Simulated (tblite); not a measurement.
Parent: `[CH2:1]=[CH:2][N:3]([SiH3:4])[SiH2:5][F:6]` with C1–C2–N3–Si4 1°, C2–N3–Si5–F6 179°, C2H8FNSi2.

The geometries are computed with GFN2-xTB (gas phase). One conformer each, not checked by frequencies here.

```csv
coordinate of the parent,value
C1=C2,1.325 Å
C2–N3,1.388 Å
N3–Si4,1.759 Å
N3–Si5,1.734 Å
Si5–F6,1.603 Å
C1–C2–N3,127.0°
C2–N3–Si4,119.4°
C2–N3–Si5,115.3°
Si4–N3–Si5,125.4°
N3–Si5–F6,107.8°
```

Task: How does the shared frame change in `[F:1][SiH2:2][N:3]([SiH3:4])/[CH:5]=[CH:6]\[CH:7]1[CH2:8][CH2:9]1` with F1–Si2–N3–Si4 -8°, Si2–N3–C5–C6 -138°, C5–C6–C7–C8 157°, C5H12FNSi2? Atoms pair as C1 = C6, C2 = C5, N3 = N3, Si4 = Si4, Si5 = Si2, F6 = F1 (parent first).

Result: 
| parent | relative | value in the relative | change |
| --- | --- | --- | --- |
| C1=C2 | C6=C5 | 1.330 Å | +0.005 |
| C2–N3 | C5–N3 | 1.402 Å | +0.014 |
| N3–Si4 | N3–Si4 | 1.754 Å | -0.005 |
| N3–Si5 | N3–Si2 | 1.729 Å | -0.005 |
| Si5–F6 | Si2–F1 | 1.605 Å | +0.002 |
| C1–C2–N3 | C6–C5–N3 | 127.7° | +0.7 |
| C2–N3–Si4 | C5–N3–Si4 | 121.7° | +2.3 |
| C2–N3–Si5 | C5–N3–Si2 | 115.1° | -0.2 |
| Si4–N3–Si5 | Si4–N3–Si2 | 123.0° | -2.4 |
| N3–Si5–F6 | N3–Si2–F1 | 106.3° | -1.5 |

Of the parent's bonds, C2–N3 changes most (+0.014 Å). Bonds of the relative outside the shared frame: C6–C7 1.470, C7–C8 1.505, C8–C9 1.494, C7–C9 1.508 Å.

Task: How does the shared frame change in `[CH2:1]=[CH:2]/[CH:3]=[CH:4]/[N:5]([SiH3:6])[SiH2:7][F:8]` with C1–C2–C3–C4 180°, C3–C4–N5–Si6 -1°, C4–N5–Si7–F8 9°, C4H10FNSi2? Atoms pair as C1 = C3, C2 = C4, N3 = N5, Si4 = Si6, Si5 = Si7, F6 = F8 (parent first).

Result: 
| parent | relative | value in the relative | change |
| --- | --- | --- | --- |
| C1=C2 | C3=C4 | 1.338 Å | +0.013 |
| C2–N3 | C4–N5 | 1.385 Å | -0.003 |
| N3–Si4 | N5–Si6 | 1.755 Å | -0.004 |
| N3–Si5 | N5–Si7 | 1.738 Å | +0.004 |
| Si5–F6 | Si7–F8 | 1.606 Å | +0.003 |
| C1–C2–N3 | C3–C4–N5 | 126.3° | -0.7 |
| C2–N3–Si4 | C4–N5–Si6 | 119.6° | +0.2 |
| C2–N3–Si5 | C4–N5–Si7 | 119.9° | +4.6 |
| Si4–N3–Si5 | Si6–N5–Si7 | 120.5° | -4.9 |
| N3–Si5–F6 | N5–Si7–F8 | 107.5° | -0.3 |

Of the parent's bonds, C1–C2 changes most (+0.013 Å). Bonds of the relative outside the shared frame: C1=C2 1.331, C2–C3 1.440 Å.
